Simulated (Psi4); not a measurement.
NTi, doublet, at a GFN2-xTB geometry (such geometries of metal compounds can be far from the true shape); B3LYP/cc-pVDZ (Psi4).

Here is a job for Psi4.
```
memory 2 GB

molecule {
0 2
Ti   -0.00000000   -0.00000000   -0.41370624
N     0.00000000    0.00000000    1.30021962
}

set {
  basis cc-pvdz
  reference uks
  puream false
}

energy('b3lyp')
print_variables()
```

What the program printed (banner, timings and long lists left out):

```
   => Loading Basis Set <=

    Name: CC-PVDZ
    Role: ORBITAL
    Keyword: BASIS

         ---------------------------------------------------------
                                   SCF
               by Justin Turney, Rob Parrish, Andy Simmonett
                          and Daniel G. A. Smith
                              UKS Reference
         ---------------------------------------------------------

  ==> Geometry <==

    Molecular point group: c2v
    Full point group: C_inf_v

    Geometry (in Angstrom), charge = 0, multiplicity = 2:

       Center              X                  Y                   Z               Mass
    ------------   -----------------  -----------------  -----------------  -----------------
         TI           0.000000000000     0.000000000000    -0.387406570729    47.947941980000
         N            0.000000000000     0.000000000000     1.326519289271    14.003074004430

  Running in c2v symmetry.

  Rotational constants: A = ************  B =      0.52950  C =      0.52950 [cm^-1]
  Rotational constants: A = ************  B =  15874.06719  C =  15874.06719 [MHz]
  Nuclear repulsion =   47.547733741049917

  Charge       = 0
  Multiplicity = 2
  Electrons    = 29
  Nalpha       = 15
  Nbeta        = 14

  ==> Algorithm <==

  SCF Algorithm Type is DF.
  DIIS enabled.
  MOM disabled.
  Fractional occupation disabled.
  Guess Type is SAD.
  Energy threshold   = 1.00e-06
  Density threshold  = 1.00e-06
  Integral threshold = 1.00e-12

  ==> Primary Basis <==

  Basis Set: CC-PVDZ
    Blend: CC-PVDZ
    Number of shells: 21
    Number of basis functions: 64
    Number of Cartesian functions: 64
    Spherical Harmonics?: false
    Max angular momentum: 3

  ==> DFT Potential <==

   => LibXC <=

    Version 7.1.2
    S. Lehtola, C. Steigemann, M. J. T. Oliveira, and M. A. L. Marques,  SoftwareX 7, 1–5 (2018) (10.1016/j.softx.2017.11.002)

   => Composite Functional: B3LYP <=

    B3LYP Hyb-GGA Exchange-Correlation Functional

    P. J. Stephens, F. J. Devlin, C. F. Chabalowski, and M. J. Frisch,  J. Phys. Chem. 98, 11623 (1994) (10.1021/j100096a001)

    Deriv               =              1
    GGA                 =           TRUE
    Meta                =          FALSE

    Exchange Hybrid     =           TRUE
    MP2 Hybrid          =          FALSE

   => Exchange Functionals <=

    0.0800   Slater exchange
    0.7200         Becke 88

   => Exact (HF) Exchange <=

    0.2000               HF

   => Correlation Functionals <=

    0.1900   Vosko, Wilk & Nusair (VWN5_RPA)
    0.8100   Lee, Yang & Parr

   => LibXC Density Thresholds  <==

    XC_HYB_GGA_XC_B3LYP:  1.00E-15

   => Molecular Quadrature <=

    Radial Scheme          =       TREUTLER
    Pruning Scheme         =           NONE
    Nuclear Scheme         =       TREUTLER

    Blocking Scheme        =         OCTREE
    BS radius alpha        =              1
    Pruning alpha          =              1
    Radial Points          =             75
    Spherical Points       =            302
    Total Points           =          44073
    Total Blocks           =            418
    Max Points             =            254
    Max Functions          =             64
    Weights Tolerance      =       1.00E-15

   => Loading Basis Set <=

    Name: (CC-PVDZ AUX)
    Role: JKFIT
    Keyword: DF_BASIS_SCF

  ==> Integral Setup <==

  SCF_SUBTYPE=INCORE selected. In-core MEM_DF algorithm will be used.
  Using in-core AOs.

  ==> MemDFJK: Density-Fitted J/K Matrices <==

    J tasked:                   Yes
    K tasked:                   Yes
    wK tasked:                   No
    Algorithm:                 Core
    Schwarz Cutoff:           1E-12
    Mask sparsity (%):       0.0000
    Fitting Condition:        1E-10

   => Auxiliary Basis Set <=

  Basis Set: (CC-PVDZ AUX)
    Blend: CC-PVDZ-JKFIT + DEF2-UNIVERSAL-JKFIT
    Number of shells: 82
    Number of basis functions: 458
    Number of Cartesian functions: 458
[...]
   @DF-UKS iter   2:  -896.61508757376305    6.89930e+00   7.56380e-02 ADIIS/DIIS
   @DF-UKS iter   3:  -903.16886884772362   -6.55378e+00   3.10452e-02 ADIIS/DIIS
   @DF-UKS iter   4:  -904.06952423955158   -9.00655e-01   8.79828e-03 ADIIS/DIIS
   @DF-UKS iter   5:  -904.09533617315060   -2.58119e-02   7.92205e-03 ADIIS/DIIS
   @DF-UKS iter   6:  -904.12628184836694   -3.09457e-02   1.99788e-03 ADIIS/DIIS
   @DF-UKS iter   7:  -904.12849435225314   -2.21250e-03   7.33582e-04 ADIIS/DIIS
   @DF-UKS iter   8:  -904.12883965405160   -3.45302e-04   1.10140e-04 ADIIS/DIIS
   @DF-UKS iter   9:  -904.12887156738816   -3.19133e-05   1.04214e-04 ADIIS/DIIS
   @DF-UKS iter  10:  -904.12890938441603   -3.78170e-05   3.68614e-05 DIIS
   @DF-UKS iter  11:  -904.12893241457505   -2.30302e-05   1.17470e-05 DIIS
   @DF-UKS iter  12:  -904.12893500305131   -2.58848e-06   8.04440e-06 DIIS
   @DF-UKS iter  13:  -904.12893586281302   -8.59762e-07   5.57303e-06 DIIS
   @DF-UKS iter  14:  -904.12893630124609   -4.38433e-07   2.59278e-06 DIIS
   @DF-UKS iter  15:  -904.12893632996725   -2.87212e-08   1.50406e-06 DIIS
   @DF-UKS iter  16:  -904.12893633829469   -8.32745e-09   3.08779e-07 DIIS
  Energy and wave function converged.

  ==> Post-Iterations <==

   Electrons on quadrature grid:
      Nalpha   =   15.0000013579 ; deviation = 1.358e-06
      Nbeta    =   14.0000018118 ; deviation = 1.812e-06
      Ntotal   =   29.0000031697 ; deviation = 3.170e-06

   @Spin Contamination Metric:   4.007841458E-02
   @S^2 Expected:                7.500000000E-01
   @S^2 Observed:                7.900784146E-01
   @S   Expected:                5.000000000E-01
   @S   Observed:                5.000000000E-01

    Orbital Energies [Eh]
    ---------------------

    Alpha Occupied:

[...]
    Alpha Virtual:

[...]
      31A1    19.669232

    Beta Occupied:

[...]
    Beta Virtual:

[...]
    Final Occupation by Irrep:
             A1    A2    B1    B2
    DOCC [     8,    0,    3,    3 ]
    SOCC [     0,    1,    0,    0 ]
    NA   [     8,    1,    3,    3 ]
    NB   [     8,    0,    3,    3 ]

  @DF-UKS Final Energy:  -904.12893633829469

   => Energetics <=

    Nuclear Repulsion Energy =             47.5477337410499175
    One-Electron Energy =               -1335.2198884711826850
    Two-Electron Energy =                 423.0294732680861216
    DFT Exchange-Correlation Energy =     -39.4862548762481822
    Empirical Dispersion Energy =           0.0000000000000000
    VV10 Nonlocal Energy =                  0.0000000000000000
    Total Energy =                       -904.1289363382946931

  UHF NO Occupations:
  HONO-2 :    3 B2 1.9926529
  HONO-1 :    3 B1 1.9926529
  HONO-0 :    1 A2 1.0000000
  LUNO+0 :    4 B1 0.0073471
  LUNO+1 :    4 B2 0.0073471
  LUNO+2 :    9 A1 0.0052237
  LUNO+3 :    5 B2 0.0000610

Computation Completed

Properties will be evaluated at   0.000000,   0.000000,   0.000000 [a0]

Properties computed using the SCF density matrix

 Multipole Moments:

 ------------------------------------------------------------------------------------
     Multipole            Electronic (a.u.)      Nuclear  (a.u.)        Total (a.u.)
 ------------------------------------------------------------------------------------

 L = 1.  Multiply by 2.5417464519 to convert [e a0] to [Debye]
 Dipole X            :          0.0000000            0.0000000            0.0000000
 Dipole Y            :          0.0000000            0.0000000            0.0000000
 Dipole Z            :         -4.2258257            1.4412761           -2.7845496
 Magnitude           :                                                    2.7845496

 ------------------------------------------------------------------------------------

  Variable Map:
  ----------------------------------------------------------------------------
[...]
  Array Variable Map:
  ----------------------------------------------------------------------------
[...]
[...]
```
